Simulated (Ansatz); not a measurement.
C₆H₁₁, doublet, geometry from GFN2-xTB; Ansatz (a program for electronic structure) with MP2/6-31G**.

Here is a job for Ansatz.
Ansatz 0.2 input:
```yaml
crystal:
  periodic: [false, false, false]
  atoms:
    - {symbol: C, position_ang: [0.19478157, -1.25324961, 0.66510359]}
    - {symbol: C, position_ang: [1.29355223, -0.65266075, -0.11539714]}
    - {symbol: C, position_ang: [1.20459504, 0.89197226, -0.14572493]}
    - {symbol: C, position_ang: [-0.24522720, 1.38706484, -0.06610315]}
    - {symbol: C, position_ang: [-1.22077647, 0.33666712, -0.59021356]}
    - {symbol: C, position_ang: [-1.19894589, -0.87088281, 0.34556464]}
    - {symbol: H, position_ang: [0.38770307, -1.97963011, 1.43349995]}
    - {symbol: H, position_ang: [2.26421590, -0.96103143, 0.27476890]}
    - {symbol: H, position_ang: [1.23693489, -1.00504949, -1.15640594]}
    - {symbol: H, position_ang: [1.76993495, 1.29982118, 0.69345874]}
    - {symbol: H, position_ang: [1.67390457, 1.25243034, -1.06302263]}
    - {symbol: H, position_ang: [-0.35038401, 2.31576577, -0.62985473]}
    - {symbol: H, position_ang: [-0.50361772, 1.60067580, 0.97347952]}
    - {symbol: H, position_ang: [-2.22943140, 0.75097965, -0.64284780]}
    - {symbol: H, position_ang: [-0.92966226, 0.03724000, -1.59851942]}
    - {symbol: H, position_ang: [-1.74394039, -1.71069273, -0.11367362]}
    - {symbol: H, position_ang: [-1.74353349, -0.63397547, 1.26974055]}
basis:
  gaussian:
    orbitals: 6-31G__.json
magnetization: {spin_polarized: true, initial_magnetization: 1}
correlation: {method: mp2, electrons: outside_noble_gas}
accuracy: high
```
The basis file holds 6-31G** in the JSON format of the Basis Set Exchange.

Write the output that Ansatz gives for this input, abridged.


```
Functional definition: HF
3638 factors; integrals over basis functions are off by at most 3.3e-9 eV
mean field evaluation 1: about -6352.6574 eV, gradient 2.3e1 eV
mean field evaluation 2: about -6352.7436 eV, gradient 2.3e1 eV
mean field evaluation 4: about -6356.1461 eV, gradient 3.4e0 eV
mean field evaluation 8: about -6356.2369 eV, gradient 1.3e-1 eV
mean field evaluation 16: about -6356.2372 eV, gradient 1.5e-8 eV
mean field -6356.23717428 eV, -233.5874077425 hartree, gradient 1.5e-8 eV, S^2 0.764156; 0 other end points of the search recorded, 0 dependent functions left out
6 core orbitals not correlated
reference -6356.23717428 eV, -233.5874077425 hartree; 18, 17 occupied and 121, 122 virtual orbitals, 3638 factors
second order -22.58260747 eV of doubles, -0.00000000 eV of singles
Total energy: -6378.81978175 eV, -234.4173032601 hartree
```
